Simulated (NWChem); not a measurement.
System: SiOH cation, singlet; SMILES [OH+]=[Si]

```xyz
3

O     -0.8982    -0.0156    -0.0061
Si     0.6603     0.0115     0.0045
H     -1.8668    -0.0327    -0.0128
```
Atoms are numbered in this order, from 1.

All runs: NWChem. Geometry optimised at PBE0/def2-SVP; all other runs use it. Pople sets run with spherical d functions. Low-valent species are run as closed-shell singlets; no triplet was tried in these runs. Vzz has the sign of the potential's second derivative.

| quantity | level | value |
|---|---|---|
| orbital gap (eV) | B3PW91/def2-TZVP | 7.68 |
| J(29Si atom 2, 1H atom 3) (Hz) | B3LYP/6-31G** | 16.0 |
| Vzz O1 (a.u.) | CAM-B3LYP/def2-SVP | 1.109 |
| first 1s excitation (eV), Si K edge, unshifted | BHandHLYP/cc-pVTZ, TDA | 1822.5 |
| solvation free energy (kcal/mol) in ethanol | PBE0/def2-SVP, SMD | -64.7 |
| charge (e), ESP Si2 | B3LYP/def2-SVP | 0.92 |
| highest harmonic frequency (cm⁻¹) | PBE0/def2-SVP | 3849 |
